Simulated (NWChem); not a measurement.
System: I anion

Input file for NWChem:

```
start job
memory heap 200 mb stack 900 mb global 1100 mb
charge -1
geometry units angstroms noautoz
  I      0.000000     0.000000     0.000000
end
basis spherical
  I library def2-svpd
end
ecp
  I library def2-ecp
end
dft
  xc optx lyp
  iterations 150
  mulliken
end
task dft energy
```

Parts of the log:

```
             Northwest Computational Chemistry Package (NWChem) 7.3.0
             --------------------------------------------------------

                             Geometry "geometry" -> ""
                             -------------------------

 Output coordinates in angstroms (scale by  1.889725989 to convert to a.u.)

  No.       Tag          Charge          X              Y              Z
 ---- ---------------- ---------- -------------- -------------- --------------
    1 I                   53.0000     0.00000000     0.00000000     0.00000000

 Effective nuclear repulsion energy (a.u.)       0.0000000000

                                 NWChem DFT Module
                                 -----------------

 Summary of "ao basis" -> "ao basis" (spherical)
 ------------------------------------------------------------------------------
       Tag                 Description            Shells   Functions and Types
 ---------------- ------------------------------  ------  ---------------------
 I                         def2-svpd                13       35   5s5p3d

            General Information
            -------------------
          SCF calculation type: DFT
          Wavefunction type:  closed shell.
          No. of atoms     :     1
          No. of electrons :    26
           Alpha electrons :    13
            Beta electrons :    13
          Charge           :    -1
          Spin multiplicity:     1
          Use of symmetry is: off; symmetry adaption is: off
          Maximum number of iterations: 150
          AO basis - number of functions:    35
                     number of shells:    13
          Convergence on energy requested:  1.00D-06
          Convergence on density requested:  1.00D-05
          Convergence on gradient requested:  5.00D-04

              XC Information
              --------------
                        Slater Exchange Functional  1.052 local
                      OPTX     Exchange Functional  1.432 non-local
              Lee-Yang-Parr Correlation Functional  1.000

             Grid Information
             ----------------
          Grid used for XC integration:  medium
          Radial quadrature: Mura-Knowles
          Angular quadrature: Lebedev.
          Tag              B.-S. Rad. Rad. Pts. Rad. Cut. Ang. Pts.
          ---              ---------- --------- --------- ---------
          I                   1.40      123          10.0       590
          Grid pruning is: on
          Number of quadrature shells:   123
          Spatial weights used:  Erf1

      Superposition of Atomic Density Guess
      -------------------------------------

 Sum of atomic energies:        -347.12665273

 Renormalizing density from      25.00 to     26

      Non-variational initial energy
      ------------------------------

 Total energy =    -299.175410
 1-e energy   =    -538.013930
 2-e energy   =     238.838520
 HOMO         =       0.047794
 LUMO         =       0.257377

     ---------------------------------------------
      Total Density - Mulliken Population Analysis
     ---------------------------------------------

    Atom       Charge   Shell Charges
 -----------   ------   -------------------------------------------------------
    1 I   25    26.00   1.82  0.20  0.92  1.03  0.03  2.99  3.02  1.74  3.30  0.95  9.66  0.35 -0.01

   convergence    iter        energy       DeltaE   RMS-Dens  Diis-err
 ---------------- ----- ----------------- --------- --------- ---------
 d= 0,ls=0.0,diis     1   -297.8736735679 -2.98D+02  8.79D-02  1.92D+00
 d= 0,ls=0.0,diis     2   -297.8713261655  2.35D-03  4.85D-02  1.51D+00
 d= 0,ls=0.0,diis     3   -298.0732481596 -2.02D-01  5.33D-03  7.75D-03
 d= 0,ls=0.0,diis     4   -298.0746305309 -1.38D-03  2.02D-03  1.50D-03
 d= 0,ls=0.0,diis     5   -298.0750583163 -4.28D-04  1.09D-04  3.79D-06
  Resetting Diis
 d= 0,ls=0.0,diis     6   -298.0750595473 -1.23D-06  6.71D-06  1.75D-08
 d= 0,ls=0.0,diis     7   -298.0750595529 -5.61D-09  2.44D-07  4.55D-12

         Total DFT energy =     -298.075059552881
      One electron energy =     -524.959846711829
           Coulomb energy =      249.591621578913
    Exchange-Corr. energy =      -22.706834419965
 Nuclear repulsion energy =        0.000000000000

 Numeric. integr. density =       26.000000025399

                       DFT Final Molecular Orbital Analysis
                       ------------------------------------

 Vector   11  Occ=2.000000D+00  E= 4.137229D-03
              MO Center=  1.7D-14, -2.0D-14,  2.1D-14, r^2= 2.5D+00
   Bfn.  Coefficient  Atom+Function         Bfn.  Coefficient  Atom+Function
  ----- ------------  ---------------      ----- ------------  ---------------
    12      0.506405  1 I  px                15      0.442223  1 I  px
    14      0.241175  1 I  pz                17      0.210609  1 I  pz
     9     -0.207236  1 I  px                 6     -0.167939  1 I  px
    18      0.138437  1 I  px                13     -0.124897  1 I  py
    16     -0.109068  1 I  py                11     -0.098696  1 I  pz

 Vector   12  Occ=2.000000D+00  E= 4.137229D-03
              MO Center= -9.9D-15,  1.4D-15,  1.9D-16, r^2= 2.5D+00
   Bfn.  Coefficient  Atom+Function         Bfn.  Coefficient  Atom+Function
  ----- ------------  ---------------      ----- ------------  ---------------
    14      0.518185  1 I  pz                17      0.452510  1 I  pz
    12     -0.216961  1 I  px                11     -0.212057  1 I  pz
    15     -0.189463  1 I  px                 8     -0.171846  1 I  pz
    20      0.141658  1 I  pz                13      0.120926  1 I  py
    16      0.105600  1 I  py                 9      0.088787  1 I  px

[...]
```

Level: OLYP/def2-SVPD with def2 effective core potentials on I. The highest occupied level is positive, so the extra electron may be held by the finite basis. def2 effective core potentials on I; no spin-orbit coupling.
